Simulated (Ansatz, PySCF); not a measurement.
ethenoxy(methyl)silane (C₃H₈OSi), SMILES C=CO[SiH2]C. Atoms are numbered in the order given.

```xyz
13

C      2.4347    -0.4031    -0.0987
C      1.6428     0.2191     0.7823
O      0.2995     0.3668     0.7077
Si    -0.7413    -0.1854    -0.5044
C     -2.4540     0.3534     0.0052
H      2.0520    -0.8747    -1.0077
H      3.5092    -0.4501     0.0836
H      2.0499     0.6847     1.6870
H     -0.3398     0.4140    -1.8105
H     -0.6370    -1.6703    -0.6059
H     -2.5081     1.4499     0.0918
H     -3.1978     0.0285    -0.7404
H     -2.7270    -0.0840     0.9783
```

Geometry: B3LYP-D3(BJ)/def2-SVP. The values are those of a single conformer.

Two levels are set side by side: PBE-D3(BJ)/def2-SVP (Ansatz, a first-principles code) and B3LYP-D3(BJ)/def2-SVP (Ansatz). Each level has its own optimised geometry; the coordinates shown are those of the second. Frequencies come from the Hessian of PySCF at each geometry. Differences are taken from unrounded values.

```json
[
 {"quantity": "mean bond length (Å)", "B3LYP-D3(BJ)": "1.318", "PBE-D3(BJ)": "1.327", "PBE-D3(BJ) minus B3LYP-D3(BJ)": "0.009"},
 {"quantity": "bond C1–C2 (Å)", "B3LYP-D3(BJ)": "1.338", "PBE-D3(BJ)": "1.347", "PBE-D3(BJ) minus B3LYP-D3(BJ)": "0.009"},
 {"quantity": "bond C2–O3 (Å)", "B3LYP-D3(BJ)": "1.353", "PBE-D3(BJ)": "1.358", "PBE-D3(BJ) minus B3LYP-D3(BJ)": "0.005"},
 {"quantity": "bond O3–Si4 (Å)", "B3LYP-D3(BJ)": "1.690", "PBE-D3(BJ)": "1.707", "PBE-D3(BJ) minus B3LYP-D3(BJ)": "0.016"},
 {"quantity": "bond Si4–C5 (Å)", "B3LYP-D3(BJ)": "1.866", "PBE-D3(BJ)": "1.871", "PBE-D3(BJ) minus B3LYP-D3(BJ)": "0.005"},
 {"quantity": "bond C1–H6 (Å)", "B3LYP-D3(BJ)": "1.093", "PBE-D3(BJ)": "1.101", "PBE-D3(BJ) minus B3LYP-D3(BJ)": "0.008"},
 {"quantity": "bond C1–H7 (Å)", "B3LYP-D3(BJ)": "1.091", "PBE-D3(BJ)": "1.098", "PBE-D3(BJ) minus B3LYP-D3(BJ)": "0.008"},
 {"quantity": "bond C2–H8 (Å)", "B3LYP-D3(BJ)": "1.096", "PBE-D3(BJ)": "1.105", "PBE-D3(BJ) minus B3LYP-D3(BJ)": "0.009"},
 {"quantity": "bond Si4–H9 (Å)", "B3LYP-D3(BJ)": "1.492", "PBE-D3(BJ)": "1.506", "PBE-D3(BJ) minus B3LYP-D3(BJ)": "0.014"},
 {"quantity": "bond Si4–H10 (Å)", "B3LYP-D3(BJ)": "1.492", "PBE-D3(BJ)": "1.506", "PBE-D3(BJ) minus B3LYP-D3(BJ)": "0.014"},
 {"quantity": "bond C5–H11 (Å)", "B3LYP-D3(BJ)": "1.101", "PBE-D3(BJ)": "1.108", "PBE-D3(BJ) minus B3LYP-D3(BJ)": "0.007"},
 {"quantity": "bond C5–H12 (Å)", "B3LYP-D3(BJ)": "1.102", "PBE-D3(BJ)": "1.109", "PBE-D3(BJ) minus B3LYP-D3(BJ)": "0.007"},
 {"quantity": "bond C5–H13 (Å)", "B3LYP-D3(BJ)": "1.101", "PBE-D3(BJ)": "1.108", "PBE-D3(BJ) minus B3LYP-D3(BJ)": "0.007"},
 {"quantity": "highest harmonic wavenumber (cm⁻¹)", "B3LYP-D3(BJ)": "3254", "PBE-D3(BJ)": "3195", "PBE-D3(BJ) minus B3LYP-D3(BJ)": "-60"},
 {"quantity": "mean harmonic wavenumber (cm⁻¹)", "B3LYP-D3(BJ)": "1340", "PBE-D3(BJ)": "1303", "PBE-D3(BJ) minus B3LYP-D3(BJ)": "-37"},
 {"quantity": "zero-point energy (kcal/mol)", "B3LYP-D3(BJ)": "63.20", "PBE-D3(BJ)": "61.45", "PBE-D3(BJ) minus B3LYP-D3(BJ)": "-1.75"}
]
```

Exact exchange shortens and stiffens bonds; PBE has none. Differences between two approximate levels are no errors against the true value.
